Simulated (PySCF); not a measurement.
## Optical rotation: `C[C@H](S)[C@H]1C[C@@H]1C#N`, C₆H₉NS

Geometry:
```json
{"atom": "C1", "x (Å)": "-1.738", "y (Å)": "-0.842", "z (Å)": "-0.749"}
{"atom": "C2", "x (Å)": "-0.970", "y (Å)": "-0.333", "z (Å)": "0.461"}
{"atom": "S3", "x (Å)": "-2.049", "y (Å)": "0.713", "z (Å)": "1.528"}
{"atom": "C4", "x (Å)": "0.260", "y (Å)": "0.440", "z (Å)": "0.071"}
{"atom": "C5", "x (Å)": "1.381", "y (Å)": "0.633", "z (Å)": "1.036"}
{"atom": "C6", "x (Å)": "1.563", "y (Å)": "-0.308", "z (Å)": "-0.131"}
{"atom": "C7", "x (Å)": "2.399", "y (Å)": "0.083", "z (Å)": "-1.208"}
{"atom": "N8", "x (Å)": "3.060", "y (Å)": "0.409", "z (Å)": "-2.084"}
{"atom": "H9", "x (Å)": "-1.115", "y (Å)": "-1.523", "z (Å)": "-1.325"}
{"atom": "H10", "x (Å)": "-2.636", "y (Å)": "-1.369", "z (Å)": "-0.435"}
{"atom": "H11", "x (Å)": "-2.030", "y (Å)": "-0.014", "z (Å)": "-1.393"}
{"atom": "H12", "x (Å)": "-0.703", "y (Å)": "-1.164", "z (Å)": "1.119"}
{"atom": "H13", "x (Å)": "-2.282", "y (Å)": "1.651", "z (Å)": "0.613"}
{"atom": "H14", "x (Å)": "0.064", "y (Å)": "1.252", "z (Å)": "-0.622"}
{"atom": "H15", "x (Å)": "1.292", "y (Å)": "0.191", "z (Å)": "2.018"}
{"atom": "H16", "x (Å)": "1.920", "y (Å)": "1.568", "z (Å)": "1.022"}
{"atom": "H17", "x (Å)": "1.575", "y (Å)": "-1.373", "z (Å)": "0.070"}
```

Method: PySCF 2.14.0, TDDFT PBE0/def2-SVPD circular dichroism and optical rotation, one conformer, gas phase. Geometry: GFN2-xTB.

The molecule is flexible and this is one conformer; a measurement averages over conformers. States above about 7.2 eV (minus the energy of the highest occupied orbital) lie near or above the ionisation threshold and depend on the basis. Singlets 8 and 9 lie within 0.01 eV of each other, so their separate moments and overlaps can depend on how they mix.

Stereocentres: C2 S, C4 S, C6 S.

Question: Give the optical rotatory dispersion at 633, 589.3, 546, 436, 405, 365, 355 nm.

Answer: [α] in deg dm⁻¹ (g/mL)⁻¹:
```csv
λ (nm),origin-invariant length gauge,modified velocity gauge,length gauge (centre of mass),isotropic polarisability (au)
633,+171.6,+171.7,+172.5,96.8
589.3,+200.5,+200.5,+201.6,97.2
546,+237.2,+237.0,+238.5,97.7
436,+395.6,+394.4,+397.7,99.7
405,+470.8,+468.7,+473.3,100.6
365,+604.8,+600.8,+608.2,102.2
355,+647.4,+642.5,+651.0,102.8
```

Question: And for the mirror image at 589.3 nm?

Answer: -200.5 deg dm⁻¹ (g/mL)⁻¹ (origin-invariant length gauge): the same size and the opposite sign.

Question: What is the molar rotation [Φ] = [α]·M/100 of the geometry above at 589.3 nm?

Answer: With M = 127.20 g/mol, +255.1 deg cm² dmol⁻¹ (origin-invariant length gauge).

The first excitation lies at 5.55 eV (223 nm) with R = -6.6 × 10⁻⁴⁰ esu² cm² (velocity form).
